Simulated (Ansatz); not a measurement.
Relaxation of CH₉N₃OSi (15 atoms, charge 0, multiplicity 1), to a largest force component of 0.02 eV/Å in at most 40 steps.

Method: RKS LDA/STO-3G (Ansatz 0.2.0).

```xyz
15
Properties=species:S:1:pos:R:3
Si 0.000 0.000 0.000
O 0.000 0.000 1.680
C -1.111 -0.344 2.494
H -1.814 -0.978 1.914
H -0.758 -0.904 3.386
H -1.631 0.581 2.821
N 1.716 0.000 -0.606
H 2.215 -0.918 -0.787
H 2.217 0.918 -0.778
N -0.857 1.485 -0.606
H -1.877 1.430 -0.889
H -0.337 2.406 -0.677
N -0.857 -1.485 -0.606
H -1.392 -2.101 0.070
H -0.822 -1.734 -1.636
```

Question: Where does it end, and by what steps?

Answer: The run converged. Limits of this set-up: minimal basis. After 23 steps the energy has fallen by 1.260 eV; H8 moved furthest, 1.18 Å.

```json
{"step": "0", "energy less start (eV)": "0.0000", "largest force component (eV/Å)": "2.741", "accepted": "yes"}
{"step": "1", "energy less start (eV)": "-0.7947", "largest force component (eV/Å)": "1.678", "accepted": "yes"}
{"step": "2", "energy less start (eV)": "-0.9786", "largest force component (eV/Å)": "0.461", "accepted": "yes"}
{"step": "3", "energy less start (eV)": "-1.0212", "largest force component (eV/Å)": "0.244", "accepted": "yes"}
{"step": "4", "energy less start (eV)": "-1.0598", "largest force component (eV/Å)": "0.653", "accepted": "yes"}
{"step": "5", "energy less start (eV)": "-1.1074", "largest force component (eV/Å)": "0.513", "accepted": "yes"}
{"step": "6", "energy less start (eV)": "-1.1303", "largest force component (eV/Å)": "0.437", "accepted": "yes"}
{"step": "7", "energy less start (eV)": "-1.1471", "largest force component (eV/Å)": "0.649", "accepted": "yes"}
{"step": "8", "energy less start (eV)": "-1.1670", "largest force component (eV/Å)": "0.463", "accepted": "yes"}
{"step": "9", "energy less start (eV)": "-1.1832", "largest force component (eV/Å)": "0.369", "accepted": "yes"}
{"step": "10", "energy less start (eV)": "-1.1930", "largest force component (eV/Å)": "0.185", "accepted": "yes"}
{"step": "11", "energy less start (eV)": "-1.2019", "largest force component (eV/Å)": "0.498", "accepted": "yes"}
{"step": "12", "energy less start (eV)": "-1.2127", "largest force component (eV/Å)": "0.282", "accepted": "yes"}
{"step": "13", "energy less start (eV)": "-1.2293", "largest force component (eV/Å)": "0.163", "accepted": "yes"}
{"step": "14", "energy less start (eV)": "-1.2403", "largest force component (eV/Å)": "0.194", "accepted": "yes"}
{"step": "15", "energy less start (eV)": "-1.2361", "largest force component (eV/Å)": "0.416", "accepted": "no"}
{"step": "16", "energy less start (eV)": "-1.2517", "largest force component (eV/Å)": "0.120", "accepted": "yes"}
{"step": "17", "energy less start (eV)": "-1.2550", "largest force component (eV/Å)": "0.130", "accepted": "yes"}
{"step": "18", "energy less start (eV)": "-1.2573", "largest force component (eV/Å)": "0.113", "accepted": "yes"}
{"step": "19", "energy less start (eV)": "-1.2063", "largest force component (eV/Å)": "0.959", "accepted": "no"}
{"step": "20", "energy less start (eV)": "-1.2414", "largest force component (eV/Å)": "0.465", "accepted": "no"}
{"step": "21", "energy less start (eV)": "-1.2595", "largest force component (eV/Å)": "0.092", "accepted": "yes"}
{"step": "22", "energy less start (eV)": "-1.2544", "largest force component (eV/Å)": "0.570", "accepted": "no"}
{"step": "23", "energy less start (eV)": "-1.2600", "largest force component (eV/Å)": "0.013", "accepted": "yes"}
```

```xyz
15
Properties=species:S:1:pos:R:3
Si -0.004 0.011 0.009
O 0.166 0.048 1.710
C -1.066 -0.390 2.347
H -1.688 -0.972 1.619
H -0.817 -1.033 3.218
H -1.663 0.471 2.731
N 1.623 -0.091 -0.481
H 2.383 -0.277 0.193
H 1.961 0.305 -1.373
N -0.722 1.326 -0.887
H -1.753 1.424 -0.726
H -0.299 2.262 -0.685
N -1.143 -1.291 -0.322
H -0.702 -2.242 -0.304
H -1.584 -1.194 -1.268
```

Whether the end is a true minimum wasn't checked by a vibrational analysis.

Run time: 75 s on 1 thread of Arm Neoverse V1, with other jobs on the host, peak memory 0.15 GiB.
